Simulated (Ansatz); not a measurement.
Frontier orbitals of Br₄Si (`Br[Si](Br)(Br)Br`).

Z-matrix (Å, degrees):
```
Si
Br 1 2.194
Br 1 2.194 2 109.5
Br 1 2.194 2 109.5 3 120.0
Br 1 2.194 2 109.5 3 -120.0
```

The species carries charge 0 and has multiplicity 1. Correlated methods include outer-core shells of Br, which these sets cover unevenly. Scalar relativity is left out up to krypton. The structure was optimised at the PBE0-D4/def2-TZVP level. Basis def2-TZVPP, Ansatz.

Wavefunction ionisation energies are left out: the UHF cation lies over 0.3 eV above the hybrids' and is likely on a second state.

```
 functional  HOMO (eV)  LUMO (eV)  gap (eV)
LDA (SPW92)      -7.57      -2.79      4.78
        PBE      -7.40      -2.51      4.89
     revPBE      -7.34      -2.40      4.94
       PBE0      -8.69      -1.64      7.05
    r2SCAN0      -8.93      -1.50      7.43
  CAM-B3LYP      -9.99      -0.61      9.38
    LC-ωPBE     -11.40       0.62     12.02
    ωB97M-V     -10.88       0.29     11.17
```

Against PBE, PBE0 changes HOMO and LUMO by −1.29 and +0.87 eV, ωB97M-V by −3.48 and +2.80 eV. A gap of 4.89 eV thus becomes 11.17 eV for the same molecule, so an orbital gap means little without its functional. A positive LUMO is unbound and depends on the basis.

LC-ωPBE has ω = 0.4 bohr⁻¹.
